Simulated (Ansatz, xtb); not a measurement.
## CH2ClGe: which of two structures lies lower

Structure I is a doublet given by its coordinates and structure II is a doublet given by its coordinates. Both are isolated molecules in the gas phase, relaxed with B3LYP/6-31G*.

I (Å):

| atom | x (Å) | y (Å) | z (Å) |
| --- | --- | --- | --- |
| C | -0.8604 | -0.1270 | 0.0560 |
| Cl | 0.4128 | 1.1707 | -0.3142 |
| Ge | 0.7265 | -1.3692 | 0.4135 |
| H | -1.4564 | -0.2513 | -0.8482 |
| H | -1.4583 | 0.2459 | 0.8877 |

Close contacts (Å): C1–Cl2 1.86, C1–Ge3 2.05, Cl2–Ge3 2.66, C1–H4 1.09, C1–H5 1.09.

II (Å):

```yaml
atoms:
  - { symbol: C, position_ang: [-2.0173, 3.3344, 0.9500] }
  - { symbol: Cl, position_ang: [-0.9673, 4.4985, 1.6793] }
  - { symbol: Ge, position_ang: [-2.8120, 1.8527, 1.9861] }
  - { symbol: H, position_ang: [-2.1779, 3.5740, -0.1014] }
  - { symbol: H, position_ang: [-3.4740, 1.2785, 0.6322] }
```

Close contacts (Å): C1–Cl2 1.73, C1–Ge3 1.97, C1–H4 1.09, Ge3–H5 1.61.

Quicker runs give these differences E(II) − E(I): GFN2-xTB +15.3 kcal/mol; HF/STO-3G +16.0 kcal/mol (at GFN2-xTB geometries); r2SCAN-D4/def2-SVP +20.2 kcal/mol (at GFN2-xTB geometries).

Question: Estimate E(II) − E(I) at the level CCSD(T)/def2-SVP.

Answer: Calculated at CCSD(T)/def2-SVP: E(II) − E(I) = +23.1 kcal/mol, so structure I lies lower.

The same difference at several levels:

```json
{"level": "GFN2-xTB", "geometry": "GFN2-xTB", "E(II) − E(I) (kcal/mol)": "+15.3", "departure from the last row (kcal/mol)": "−7.8", "job, with rough time for the two": "optimisation, 0.21 s"}
{"level": "HF/STO-3G", "geometry": "GFN2-xTB", "E(II) − E(I) (kcal/mol)": "+16.0", "departure from the last row (kcal/mol)": "−7.1", "job, with rough time for the two": "single point, 1.6 s"}
{"level": "r2SCAN-D4/def2-SVP", "geometry": "GFN2-xTB", "E(II) − E(I) (kcal/mol)": "+20.2", "departure from the last row (kcal/mol)": "−2.9", "job, with rough time for the two": "single point, 9.9 s"}
{"level": "B3LYP/6-31G*", "geometry": "B3LYP/6-31G*", "E(II) − E(I) (kcal/mol)": "+22.2", "departure from the last row (kcal/mol)": "−0.9", "job, with rough time for the two": "optimisation, 91 s"}
{"level": "HF/def2-SVP", "geometry": "B3LYP/6-31G*", "E(II) − E(I) (kcal/mol)": "+21.5", "departure from the last row (kcal/mol)": "−1.7", "job, with rough time for the two": "part of the CCSD(T) run"}
{"level": "MP2/def2-SVP", "geometry": "B3LYP/6-31G*", "E(II) − E(I) (kcal/mol)": "+27.6", "departure from the last row (kcal/mol)": "+4.5", "job, with rough time for the two": "part of the CCSD(T) run"}
{"level": "CCSD(T)/def2-SVP", "geometry": "B3LYP/6-31G*", "E(II) − E(I) (kcal/mol)": "+23.1", "departure from the last row (kcal/mol)": "", "job, with rough time for the two": "single point, 26 s"}
```

None of the levels shown reverses the order. The largest departure from CCSD(T)/def2-SVP is that of GFN2-xTB, 7.8 kcal/mol. MP2 in a larger basis moves the difference by +1.5 kcal/mol, a step that isn't added because spin contamination makes open-shell MP2 unreliable in this search.

With harmonic frequencies from B3LYP/6-31G* (ideal gas, rigid rotor, one conformer each, 298.15 K, 1 atm): on the last row, ΔE + ΔZPE = +19.1, ΔH = +19.6, ΔG = +18.3 kcal/mol.

Open shells are spin-unrestricted, with notable spin contamination under HF/STO-3G, HF/def2-SVP, MP2/def2-SVP, CCSD(T)/def2-SVP. The correlated steps freeze 15 core orbitals; the filled d shell of Ge is correlated, in a basis made for valence electrons. Run with Ansatz 0.2.0, xtb 6.7.1; the last row on 1 thread of Arm Neoverse V1 on a shared host.
